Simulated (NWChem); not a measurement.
# C2H3ClO2Si; SMILES O1C(=O)C[Si@H]1Cl

```xyz
9

O      0.3693     2.7378    -0.5260
C      0.0837     1.6328    -0.1582
C     -1.2461     0.8422    -0.2173
Si    -0.2378    -0.4895     0.6452
Cl     0.2202    -2.1792    -0.4419
O      0.9639     0.7535     0.4746
H     -1.5781     0.6457    -1.2555
H     -2.0637     1.3488     0.3323
H     -0.4642    -0.8749     2.0663
```
Atoms are numbered in this order, from 1.

All runs: NWChem. Pople sets run with spherical d functions. All runs use the structure optimised with PBE-D3(BJ)/def2-SVP. B3LYP is NWChem's, with the RPA form of VWN correlation. Total energies of different functionals are on different scales.

| level | energy (Ha) | highest occupied level (eV) | orbital gap (eV) | dipole (D) |
|---|---|---|---|---|
| B3LYP/6-31G* | -978.2248 | -7.75 | 7.38 | 3.69 |
| PBE/6-31G* | -977.6094 | -6.47 | 5.24 | 3.38 |
| B97-D/6-31G* | -978.0643 | -6.50 | 5.33 | 3.49 |
| revPBE/6-31G* | -977.9862 | -6.41 | 5.26 | 3.35 |
| BP86/6-31G* | -978.2669 | -6.59 | 5.26 | 3.42 |
| PW91/6-31G* | -978.0949 | -6.52 | 5.24 | 3.40 |
| LC-BLYP (range parameter 0.33 per bohr)/6-31G* | -977.2827 | -10.21 | 11.95 | 3.76 |
| TPSS/6-31G* | -978.2734 | -6.57 | 5.44 | 3.45 |
| KT2/6-31G* | -987.6585 | -6.65 | 5.45 | 3.43 |
